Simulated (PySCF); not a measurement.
## How strongly C binds etchant and ambient atoms

PBE in PySCF with def2-TZVPPD on every atom, for the lowest determinant that a PBE0 search found; no spin–orbit coupling. D0 is De less the harmonic zero-point energy.

| X | state of CX | D0(CX) (eV) | D0(X₂) (eV) |
| --- | --- | --- | --- |
| H | doublet (π ↑) | 3.51 | 4.27 |
| F | doublet (π ↑) | 6.20 | 2.22 |
| Cl | doublet (π ↑) | 4.70 | 2.81 |
| Br | doublet (π ↑) | 4.08 | 2.48 |
| O | singlet (closed shell) | 11.52 | 6.13 |
| N | doublet (σ ↑) | 8.43 | 10.42 |

**Question.** Give the energy of C + X₂ → CX + X at 0 K for each X.

**Answer.** H: 4.27 − 3.51 = +0.76 eV; F: 2.22 − 6.20 = -3.98 eV; Cl: 2.81 − 4.70 = -1.89 eV; Br: 2.48 − 4.08 = -1.60 eV; O: 6.13 − 11.52 = -5.39 eV; N: 10.42 − 8.43 = +1.99 eV (PBE/def2-TZVPPD; negative means exothermic).

**Question.** Does an atom of O displace F from CF?

**Answer.** CF + O → CO + F has ΔE = 6.20 − 11.52 = -5.32 eV at PBE/def2-TZVPPD, so it is downhill.

Gas-phase diatomics only hint at surface chemistry, where an atom holds several bonds.

Spin–orbit coupling is left out. States were picked by a PBE0 search and need not be the measured ground states.
